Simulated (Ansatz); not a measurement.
# Ligand exchange: B(CH3)(NH2)2 + C2H8MgN2 → B(NH2)3 + C3H9MgN

Gas-phase species: B(CH3)(NH2)2, singlet; C2H8MgN2 `C[N](C)[Mg][NH2]`, singlet; B(NH2)3, singlet; C3H9MgN `[CH3][Mg][N](C)C`, singlet. The partners trade CH3 for NH2: B–CH3 and Mg–NH2 bonds give way to B–NH2 and Mg–CH3.

Shapes, held fixed at every level: PBE0-D4/def2-TZVP. Programs: Ansatz 0.2.0. Electronic energies: no zero-point or thermal term.

Q: Estimate ΔE of this reaction.

A: The highest level, CCSD(T)/def2-TZVPP, gives ΔE = +4.5 kJ/mol; the levels span +0.8 to +9.7. The column of differences is taken from that level and isn't an error. No measured value is set beside it here. Outer-core shells of Mg are correlated, in sets that cover them unevenly.

```tsv
level	kind	ΔE (kJ/mol)	less CCSD(T)/def2-TZVPP
PBE-D4/def2-TZVPP	GGA	+1.7	-2.8
B3LYP-D4/def2-TZVPP	global hybrid	+2.3	-2.2
BHLYP-D4/def2-TZVPP	global hybrid	+0.8	-3.7
wB97M-V/def2-TZVPP	range-separated hybrid	+1.4	-3.1
B2PLYP/def2-TZVPP	double hybrid	+3.8	-0.7
CCSD(T)/def2-SVP	coupled cluster or CI	+9.7	+5.2
CCSD/def2-TZVPP	coupled cluster or CI	+4.5	0.0
CCSD(T)/def2-TZVPP	coupled cluster or CI	+4.5	0.0
```
